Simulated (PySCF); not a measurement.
# How methods differ on the ionisation energy of Ru

Ru [Kr] 4d7 5s1 (5F) → Ru⁺ [Kr] 4d7 (4F), as a difference of total energies. All numbers are calculated (PySCF 2.14, scalar relativity through the core potential, in def2-TZVP with the def2 core potential (28 electrons) (6s4p3d1f, 40 functions)). Correlated levels: valence: 4s2 4p6 frozen. The calculations carry no spin-orbit coupling.

```json
{"method": "UHF", "ionisation energy (eV)": "6.301"}
{"method": "MN15", "ionisation energy (eV)": "7.610"}
{"method": "LDA", "ionisation energy (eV)": "8.080"}
{"method": "MP2 (valence)", "ionisation energy (eV)": "6.891"}
{"method": "SCS-MP2 (valence)", "ionisation energy (eV)": "6.702"}
```

Errors of the correlated levels include the incompleteness of this basis and the frozen core.

Q: Which method comes closest to the reference value, and which is furthest?

A: The reference is 7.365 eV (measured; NIST levels, between the centres of gravity of the two terms). Closest: MN15 (error 0.245 eV); furthest: UHF (error -1.064 eV).
